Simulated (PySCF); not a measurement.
**Two-component Hartree-Fock for Pr⁴⁸⁺ (praseodymium, charge +48)**

Start: [Ne] 3s1; 3s1/2 filled at m_j = +1/2. Calculated with PySCF 2.14 in an even-tempered Gaussian basis (18 s from 12 bohr⁻², ratio 2.4; 14 p from 16 bohr⁻², ratio 2.4; 4 d from 50 bohr⁻², ratio 2.6; 4 f from 76 bohr⁻², ratio 2.6): generalised Hartree-Fock with the X2C-1e Hamiltonian and a Gaussian nucleus; one run each with spin-orbit coupling (SO) switched off, then screened by Boettger's factors.

```tsv
spinor shell	electrons	ε, spin-free (eV)	ε, screened SO (eV)	weight of nominal j (screened SO)	rms radius, screened SO (bohr)
1s1/2	2	-45635.9	-45631.4	1.000	0.0275
2s1/2	2	-10114.8	-10113.7	1.000	0.109
2p1/2	2	-9413.5	-9764.2	1.000	0.0936
2p3/2	4	-9413.5	-9260.6	1.000	0.0991
3s1/2	1	-4132.4	-4132.2	1.000	0.260
```

```csv
quantity,spin-free,screened SO
E (hartree),-6887.53895,-6891.04190
M_J,1/2,1/2
⟨J²⟩,0.750,0.750
⟨L²⟩,0.000,0.012
⟨S²⟩,0.750,0.762
```

Each row is a mean over spinors that exchange with the open shell spreads, by up to 11.876 eV (2s1/2).

Breit and QED terms are absent; they matter most for the inner s and p1/2 levels.

Densities and radii are taken from the X2C orbitals without a picture-change correction, which distorts them close to the nucleus.

Without spin-orbit coupling the j labels of p, d and f shells carry no meaning; the spin-free column gives the mean over the occupied spinors of each nl shell.
